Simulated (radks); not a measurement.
Results of a calculation; reference values are marked as such.
Excited configurations of Ca3+: one electron is placed in a higher orbital outside [Ne] 3s2 3p4. The ground configuration is [Ne] 3s2 3p5. Level of theory: scalar-relativistic Kohn-Sham, PBE, spin-unpolarised, spherical densities, finite nucleus; Fermi nuclear charge, rms radius 3.4776 fm (a radial shooting solver on a logarithmic mesh with Libxc functionals). Excitation = E - E(ground); binding = E(ion) - E, where the ion is the core of charge +4; n* = 4/sqrt(2 binding) in atomic units, and the quantum defect is n - n*.

| outer orbital | excitation (eV) | binding (eV) | eigenvalue (eV) | <r> (bohr) |
|---|---|---|---|---|
| 3d | 28.839 | 39.599 | -31.938 | 1.429 |
| 4s | 37.749 | 30.689 | -26.890 | 2.740 |
| 4d | 49.891 | 18.548 | -15.977 | 3.751 |
| 5d | 57.091 | 11.348 | -9.971 | 6.611 |
| 5f | 59.083 | 9.356 | -8.102 | 7.307 |
| 6s | 58.232 | 10.207 | -9.164 | 8.157 |
| 6p | 59.240 | 9.198 | -8.236 | 8.832 |
| 7s | 61.466 | 6.973 | -6.290 | 11.95 |
| 7p | 62.042 | 6.397 | -5.764 | 12.80 |

The Delta-SCF ionisation energy is 68.439 eV (NIST Atomic Spectra Database: 67.273 eV, semi-empirical). Self-interaction in the functional shifts the binding energies and quantum defects, so they are the method's values and not measured ones. Spin polarisation and multiplet splitting are left out, so open shells lie too high by an amount that depends on their filling.

Beside tabulated values, note that spin-unpolarised runs miss the spin-polarisation part of the exchange energy of open shells.
